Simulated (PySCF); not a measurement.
ClH6NOSi2, SMILES O[Si@H](Cl)N[SiH3].

Geometry: r2SCAN-D4/def2-SVP. The structure was generated by enumeration; whether it is a known compound was not checked. Other conformers were not sampled.

These are PySCF with B3LYP/def2-TZVP values and carry that method's errors.

Gas-phase values at a fixed geometry.

Estimate the frontier levels, gap, dipole moment and polarisability. (Estimate from the structure and the level; the computed values follow.)


```json
{
 "highest_occupied_level": "-7.72 eV",
 "lowest_empty_level": "-0.12 eV",
 "orbital_gap": "7.60 eV",
 "dipole_moment": "2.06 D",
 "quadrupole, principal values (traceless, Buckingham form, about the centre of nuclear charge)": "-6.77, 2.01, 4.76 D·Å",
 "mean_static_polarisability": "71.2 bohr³ (10.55 Å³)",
 "polarisability_principal_values": "62.7, 72.3, 78.7 bohr³"
}
```
